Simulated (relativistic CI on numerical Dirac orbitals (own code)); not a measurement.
Pr33+: q coefficients and field-shift factors

Calculated at this level of theory: Dirac-Coulomb-Breit CI, separate exchange-only KLI orbitals for each configuration, derivatives by finite differences, unscaled Slater integrals, QED left out (own radial code, finite nucleus).

Configuration list (outside the closed core [Ne]): 3s²3p⁶3d⁸, 3s²3p⁵3d⁹, 3s²3p⁴3d¹⁰, 3s3p⁶3d⁹, 3p⁶3d¹⁰, 3s3p⁵3d¹⁰, 3s²3p⁶3d⁷4s, 3s²3p⁶3d⁷4p. Levels of other configurations are missing.

With x = (α/α₀)² − 1 an excitation energy changes as ω = ω₀ + qx; K = 2q/ω₀ is the relative enhancement. Terms are leading LS components, so labels can repeat. The field-shift factor is F = δν/δ⟨r²⟩ for the transition from the lowest level.

Lowest level 3s²3p⁶3d⁸ ³F4.

```tsv
Level	ω₀ (cm⁻¹)	q (cm⁻¹)	F (GHz/fm²)
3s²3p⁶3d⁸ ¹D2	53513	-78.13	-0.00589
3s²3p⁶3d⁸ ³P0	155655	21630	0.579
3s²3p⁶3d⁸ ³F3	163444	172600	2.1
3s²3p⁶3d⁸ ³P2	216783	177500	2.25
3s²3p⁶3d⁸ ³P1	248375	176600	2.34
3s²3p⁶3d⁸ ¹G4	258903	164900	2.3
3s²3p⁶3d⁸ ³F2	368995	343500	4.15
3s²3p⁶3d⁸ ¹S0	519310	333900	4.44
3s²3p⁵3d⁹ ³F°4	2291154	226900	9.79
3s²3p⁵3d⁹ ¹D°2	2346912	239700	9.68
3s²3p⁵3d⁹ ³D°3	2434080	263000	10.5
3s²3p⁵3d⁹ ³P°1	2503488	258300	8.07
3s²3p⁵3d⁹ ³D°2	2556552	399600	11.8
3s²3p⁵3d⁹ ³P°0	2592032	409500	11.6
3s²3p⁵3d⁹ ³F°3	2611919	409400	9.65
3s²3p⁵3d⁹ ³D°1	2615931	392600	11
3s²3p⁵3d⁹ ³P°2	3227456	1.163e+06	-36.1
3s²3p⁵3d⁹ ¹F°3	3294149	1.128e+06	-33.1
3s²3p⁵3d⁹ ³F°2	3298364	1.33e+06	-33.2
3s²3p⁵3d⁹ ³D°1	3491246	1.341e+06	-35.8
3s3p⁶3d⁹ ³D3	4531544	1.308e+06	-1400
3s3p⁶3d⁹ ¹D2	4551327	1.214e+06	-1220
3s3p⁶3d⁹ ³D2	4689603	1.202e+06	-1000
```

At this charge energies of transitions that change n are usually good to better than 1 %, and those within a shell (Δn = 0) to a few per cent. Terms inside the open d or f shell come out 10 to 20 % too wide with unscaled integrals.

**Question.** Which transition from the lowest level has the largest |K|?

**Answer.** 3s²3p⁶3d⁸ ³F3 at 163444 cm⁻¹, K = 2.11.
